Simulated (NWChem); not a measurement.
Molecule: CH$_{2}$NO, doublet; SMILES [NH]C=O

```xyz
5

N      0.1653    -1.1359    -0.0373
C     -0.4519     0.0440     0.0306
O      0.2451     1.0872    -0.0194
H      1.1597    -1.0846     0.2526
H     -1.5664     0.0741    -0.0199
```
Atoms are numbered in this order, from 1.

All runs: NWChem. Spin-unrestricted. All runs use the structure optimised with PBE-D3(BJ)/def2-SVP, spin-unrestricted. No stability test was run on the SCF state. Level PBE/def2-SVPD: energy and gradient; each run changes one setting, and changes count from the defaults (medium grid, exact Coulomb integrals, symmetry on).

Which setting moves the energy most, and by about how much (Coulomb fitting, Weigend set; coarse grid; Becke weights; defaults; tight SCF thresholds and tolerances)?

Coulomb fitting, Weigend set, by about 200 μHa.
```
setting                              size of the energy change (μHa)  largest change of a gradient component (μHa/bohr)  time, defaults = 1 (rough)
-----------------------------------  -------------------------------  -------------------------------------------------  --------------------------
defaults                                                        < 10                                               < 30                     about 1
coarse grid                                                     < 10                                                200                     about 1
Becke weights                                                   < 10                                               < 30                     about 1
tight SCF thresholds and tolerances                             < 10                                               < 30                     about 1
Coulomb fitting, Weigend set                                     200                                                 90                         0.3
```
